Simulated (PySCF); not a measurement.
Species: C₄H₆BF.
Z-matrix (Å and degrees, GFN2-xTB geometry), rows numbered from 1:
```
B 
C   1  1.5415
C   2  1.5374  1  120.82
C   3  1.4481  2   59.67  1  -104.66
C   4  1.3042  2  147.04  3  -179.00
F   5  1.3537  4  122.20  2    -0.62
H   1  1.1678  2  120.38  3  -156.26
H   1  1.1693  2  119.38  3    23.96
H   2  1.0859  1  118.76  3   150.90
H   3  1.0805  2  117.86  4   108.32
H   3  1.0810  2  117.77  4  -108.78
H   5  1.0807  4  126.03  2  -179.80
```

The closed-shell ground state was solved at several levels (PySCF, density fitting, gas phase, non-relativistic).

| level | basis functions | HOMO (eV) | LUMO (eV) | gap (eV) | dipole (D) |
| --- | --- | --- | --- | --- | --- |
| wB97X-D/def2-SVPD | 171 | -9.36 | 0.45 | 9.81 | 2.18 |
| B3LYP/pcJ-1 | 222 | -7.20 | -1.64 | 5.56 | 2.15 |

Task: What might PBE0/pcSseg-1 (132 basis functions) give for the same quantities?

Result: HOMO -7.45 eV, LUMO -1.42 eV, gap 6.03 eV, dipole 2.11 D.

Task: Over all these levels, which gives the widest orbital gap and which the narrowest?

Result: wB97X-D/def2-SVPD (range-separated hybrid) has the widest, 9.81 eV, and B3LYP/pcJ-1 (global hybrid, 20 % exact exchange) the narrowest, 5.56 eV. Functional and basis both differ between the two, so the spread mixes both effects.

Task: How far do the dipole and the HOMO energy spread over the levels?

Result: The dipole runs from 2.11 to 2.18 D (mean 2.15 D) and the HOMO from -9.36 to -7.20 eV.

One conformer stands for the species.
